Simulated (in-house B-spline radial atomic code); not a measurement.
Configurations of Se⁷⁺, with energies counted from [Ar] 3d9. Level of theory: Dirac-Hartree-Fock, average of configuration, Fermi nucleus of rms radius 4.14 fm; calculated with a radial B-spline atomic code at the basis-set limit. Energies include first-order Breit, QED and recoil terms.

Occupations are held fixed; configurations that lie above the ionisation limit could autoionise.

```tsv
configuration	E - E(ref) (eV)	highest orbital	its <r> (bohr)
[Ar] 3d8 5s1	124.04	5s1/2	2.635
[Ar] 3d8 5p1	130.82	5p3/2	2.846
[Ar] 3d8 4f1	130.94	4f5/2	2.135
[Ar] 3d8 6s1	147.9	6s1/2	4.231
[Ar] 3d8 5g1	151.84	5g9/2	3.431
[Ar] 3d8 7s1	160.29	7s1/2	6.201
[Ar] 3d8 7g1	168.91	7g9/2	7.923
[Ne] 3s2 3p5 3d9 4s1	178.38	4s1/2	1.406
[Ne] 3s2 3p5 3d9 4f1	241.93	4f5/2	2.131
[Ne] 3s2 3p5 3d9 6g1	273.53	6g9/2	5.489
```

Task: Order these further configurations by energy, lowest first.
A. [Ar] 3d8 5f1
B. [Ne] 3s2 3p5 3d9 5g1
C. [Ne] 3s2 3p5 3d9 7g1
D. [Ar] 3d8 7f1
E. [Ne] 3s2 3p5 3d9 7s1

Result: A (150.91 eV), D (168.5 eV), B (262.88 eV), E (271.34 eV), C (279.95 eV).

Task: How far above the reference does [Ar] 3d8 6g1 lie?

Result: 162.48 eV; its least bound orbital is 6g9/2 with <r> = 5.489 bohr.

Task: How far above the reference does [Ne] 3s2 3p5 3d9 6f1 lie?

Result: 272.9 eV; its least bound orbital is 6f5/2 with <r> = 5.786 bohr.

Task: How far above the reference does [Ne] 3s2 3p5 3d9 6s1 lie?

Result: 258.95 eV; its least bound orbital is 6s1/2 with <r> = 4.231 bohr.

Task: One of these lies 84.23 eV from the reference. Which?
A. [Ar] 3d8 4s1
B. [Ar] 3d8 4p1
C. [Ne] 3s2 3p5 3d9 5f1

Result: B.
